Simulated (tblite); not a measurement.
C5H8BFO2.
Cartesian coordinates in Å at the GFN2-xTB level; atoms count from 1:
```
atom  x, y, z in Å
F1    -3.283   -0.127   -1.477
C2    -2.229   -0.521   -0.706
C3    -2.297   -0.266    0.752
C4    -1.358    0.554   -0.115
B5     0.188    0.354   -0.041
O6     1.097    1.358   -0.196
C7     2.400    0.824   -0.071
C8     2.184   -0.686    0.194
O9     0.781   -0.857    0.189
H10   -1.795   -1.429   -1.101
H11   -1.866   -1.004    1.411
H12   -3.178    0.227    1.134
H13   -1.697    1.562   -0.318
H14    2.909    1.326    0.756
H15    2.948    1.010   -0.999
H16    2.574   -0.998    1.167
H17    2.618   -1.314   -0.589
```

Calculated harmonic vibrations of the isolated species, GFN2-xTB (tblite), most abundant isotopes, no scaling. The method is semi-empirical: single wavenumbers can be off by several per cent or more. One conformer, not necessarily the lowest.

Harmonic wavenumbers (cm⁻¹): 41.4, 85.5, 113.2, 149.1, 231.7, 323.0, 338.3, 410.6, 578.0, 609.7, 718.8, 819.0, 837.3, 848.1, 907.5, 960.2, 970.8, 991.6, 1018.6, 1048.3, 1060.5, 1070.0, 1082.4, 1105.7, 1134.5, 1142.9, 1173.6, 1185.3, 1221.4, 1228.0, 1278.3, 1298.3, 1306.3, 1381.8, 1449.3, 1463.8, 1483.1, 2921.9, 2936.3, 2946.4, 2950.6, 3058.5, 3072.0, 3098.5, 3120.0.

A = 4342, B = 841.4, C = 796.7 MHz; mass 130.060 u (most abundant isotopes); point group C1, symmetry number 1.

Problem. Zero-point energy?

Solution. ½Σν̃ = 28585 cm⁻¹ = 341.95 kJ/mol.

Problem. Entropy at 500 K, 1 bar (ideal gas, RRHO, classical rotation)?

Solution. Translation 180.31, rotation 128.17, vibration 169.63: S = 478.1 J/(mol K).

Problem. And Cp and H(500 K) − H(0)?

Solution. Cp = 213.84 J/(mol K), of which vibrations give 180.58 (their classical limit is 45 R = 374.2); H(500 K) − H(0) = 60.61 kJ/mol without the zero-point energy, 43.98 from vibrations.

Problem. How do the functions run with temperature in this model?

Solution. 
```csv
T (K),S (J/(mol K)),Cp (J/(mol K)),H − H(0) (kJ/mol),G − H(0) (kJ/mol),ln q(vib)
50,244.0,52.2,2.06,-10.14,0.51
100,285.7,69.0,5.11,-23.46,1.55
298.15,388.4,136.4,24.89,-90.90,5.63
373.15,422.4,167.6,36.30,-121.30,7.17
750,577.6,275.3,122.44,-310.72,15.10
1000,662.3,312.7,196.29,-465.98,20.17
```

q(vib) and H(0) count from the zero-point level.

Problem. Blend soft modes into free rotors: weight 1/[1 + (100 cm⁻¹/ν̃)⁴] for the oscillator and the rest for a rotor with moment μB/(μ + B), μ = h/(8π²ν), B = 10⁻⁴⁴ kg m². What vibrational entropy results?

Solution. 156.11 J/(mol K) in place of 169.63, which changes −T·S at 500 K by +6.76 kJ/mol.

Hindered rotation and anharmonicity are outside this model. Other conformers, if any are populated, would add a mixing term that is left out. The structure is chiral; the term R ln 2 for an equal mix with its mirror image is left out.
